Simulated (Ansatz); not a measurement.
Geometry optimisation, RKS B3LYP-D4/def2-SVPD in Ansatz 0.2.0.

Input:

```yaml
crystal:
  periodic: [false, false, false]
  atoms:
    - { symbol: B, position_ang: [-0.052593, 0.458027, -0.237085] }
    - { symbol: F, position_ang: [-0.193906, 0.798138, 1.080439] }
    - { symbol: S, position_ang: [0.226945, -1.291568, -0.519613] }
    - { symbol: H, position_ang: [0.138037, -1.364935, 0.833018] }
    - { symbol: F, position_ang: [-0.118483, 1.400339, -1.156659] }
basis:
  gaussian: { orbitals: def2-SVPD }
hamiltonian:
  xc: b3lyp
  dispersion: d4
relax:
  f_tol: 0.03
  max_steps: 50
```

Launched with:

```bash
$ ansatz run input.yaml --threads 2 --pin off --max-ram 3072MiB --backend cpu --events-out ev --progress --plain --runs-dir out
```

Question: Where does it end, and by what steps?

Answer: The run converged. After 6 steps the energy has fallen by 0.171 eV; H4 moved furthest, 0.26 Å.

| step | energy less start (eV) | largest force component (eV/Å) | accepted |
| --- | --- | --- | --- |
| 0 | 0.0000 | 1.195 | yes |
| 1 | -0.1143 | 1.160 | yes |
| 2 | -0.0135 | 3.403 | no |
| 3 | -0.1454 | 0.513 | yes |
| 4 | -0.1693 | 0.157 | yes |
| 5 | -0.1704 | 0.032 | yes |
| 6 | -0.1706 | 0.003 | yes |

```xyz
5
Properties=species:S:1:pos:R:3
B -0.062 0.512 -0.169
F -0.222 0.993 1.058
S 0.219 -1.245 -0.501
H 0.179 -1.620 0.798
F -0.113 1.361 -1.186
```

The run took 11 s on 2 threads of Arm Neoverse V2, with other jobs on the host, peak memory 0.18 GiB.
